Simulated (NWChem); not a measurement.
System: C₂H₇BFN; SMILES CB(N)CF

The following NWChem deck was run.

```
start job
memory heap 200 mb stack 900 mb global 1100 mb
geometry units angstroms noautosym nocenter noautoz
  C     -0.685379     1.917888     0.003531
  B      0.055769     0.523376    -0.005649
  N      1.441611     0.400474    -0.003448
  C     -0.773757    -0.832344    -0.008911
  F      0.050991    -1.948619     0.009203
  H     -0.005879     2.777940    -0.099369
  H     -1.433876     1.980254    -0.804098
  H     -1.245274     2.047390     0.945937
  H      1.876283    -0.514933     0.001040
  H      2.085889     1.179268    -0.003099
  H     -1.451364    -0.884283     0.864543
  H     -1.423002    -0.892823    -0.903252
end
basis spherical
  C library 6-311g**
  B library 6-311g**
  N library 6-311g**
  F library 6-311g**
  H library 6-311g**
end
dft
  xc pbe0
  iterations 150
end
tddft
  cis
  ecut -5.9
  nroots 6
  notriplet
end
task tddft energy
```

Geometry: optimised at PBE0/def2-SVP.

Core excitations by TDA in a window of 1s orbitals, non-relativistic and unshifted: absolute energies depend strongly on the exact-exchange share.

Give the results of this calculation. (PBE0/6-311G** (spherical d), restricted-window TDA.) Quantities: first 1s excitation (eV); dipole oscillator strength of the first; first state with f > 0.002 (eV); dipole oscillator strength of that state.


| Property | Value |
|---|---|
| first 1s excitation (eV) | 181.9 |
| dipole oscillator strength of the first | 0.0637 |
| first state with f > 0.002 (eV) | 181.9 |
| dipole oscillator strength of that state | 0.0637 |
